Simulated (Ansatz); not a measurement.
`N[SiH2]N[SiH](N)F` + PH₃ → `N[SiH2]P` + `N[SiH](N)F`  (ligand exchange at the Si–N bond)

Program: Ansatz. Geometries: PBE0-D4/def2-TZVP. ΔE: electronic, gas phase. CCSD(T)/CBS adds triple-zeta CCSD(T) − MP2 to the extrapolated MP2 energy (def2 sets, frozen cores). This one scheme is used for every species. DFT in def2-TZVPP. Each species was taken in one conformer, which may not be the lowest.

`N[SiH2]N[SiH](N)F`:

```xyz
14

N     1.518    0.308   -1.245
Si    1.410    0.381    0.477
N    -0.213    0.724    0.947
Si   -1.638   -0.158    0.596
N    -1.316   -1.070   -0.788
F    -2.069   -1.170    1.762
H     1.385    1.150   -1.785
H     2.250   -0.257   -1.648
H     2.223    1.457    1.111
H     1.904   -0.945    0.928
H    -0.328    1.540    1.530
H    -2.779    0.785    0.544
H    -0.537   -0.839   -1.386
H    -1.810   -1.905   -1.043
```

PH₃:

Cartesian coordinates in Å:
```
P -0.526 0.047 -0.242
H 0.451 -0.882 -0.687
H -0.329 -0.285 1.124
H 0.404 1.119 -0.195
```

`N[SiH2]P`:

Cartesian coordinates in Å:
```
N -1.561 0.013 0.194
Si 0.107 0.201 0.559
P 1.280 -1.149 -0.818
H -1.930 0.274 -0.706
H -2.250 0.129 0.919
H 0.293 -0.253 1.962
H 0.618 1.601 0.464
H 0.948 -0.374 -1.965
H 2.496 -0.441 -0.610
```

`N[SiH](N)F`:

```xyz
9

N     0.071   -0.702   -1.257
Si   -0.438   -0.185    0.280
N     0.675    0.963    0.838
F    -1.933    0.337    0.030
H    -0.578   -1.107   -1.909
H     1.016   -1.006   -1.418
H    -0.574   -1.187    1.363
H     0.770    1.167    1.818
H     0.992    1.721    0.256
```

```csv
level,ΔE (eV)
ωB97X-V,0.59
SCS-MP2/def2-QZVPP,0.63
```

Q: What does CCSD(T)/CBS give? (Best estimate.)

A: The calculation gave: +0.59 eV. The listed levels differ from it by 0.00, 0.04 eV.

Largest T1 diagnostic among the species: 0.013.

The D4 term adds +0.08 eV with B3LYP and +0.05 eV with PBE0; it sums over pairs of atoms, weighted by their polarisabilities, and B3LYP, whose exchange is more repulsive, gets the larger term. From PBE to PBE0 (25 % exact exchange), in def2-TZVPP and without D4, ΔE moves by +0.04 eV.

B3LYP here is the variant with VWN-RPA as its local correlation; programs differ in this.
